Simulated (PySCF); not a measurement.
C2H6BrSb, SMILES [Sb]([CH3])([CH3])[Br].

The structure is a stationary point at PBE0-D3(BJ)/def2-SVP. The structure was generated by enumeration; whether it is a known compound was not checked. The def2 effective core potentials stand for the cores of Sb; spin–orbit coupling is left out.

Computed with IEF-PCM-B3LYP/def2-SVP in PySCF.

The values are the electrostatic part of the solvation free energy, E(continuum) − E(gas) at the gas-phase geometry, in a cavity of scaled van der Waals radii (PySCF's table); cavitation and dispersion terms are not included. A continuum can't describe solvent molecules that bind to the metal. In vacuum the orbital gap is 5.22 eV. The dipole moment in vacuum is 2.89 D.

Question: Estimate the values in water (ε = 78.36), n-hexane (ε = 1.88), cyclohexanone (ε = 15.62). (The exact figures need the calculation; the answer reports its results.)

Answer: 
```
solvent            ε  ΔG(elec) (kcal/mol)  dipole (D)  gap (eV)
-------------  -----  -------------------  ----------  --------
water          78.36                 -3.7        4.15      5.30
n-hexane        1.88                 -1.3        3.31      5.25
cyclohexanone  15.62                 -3.4        4.04      5.29
```
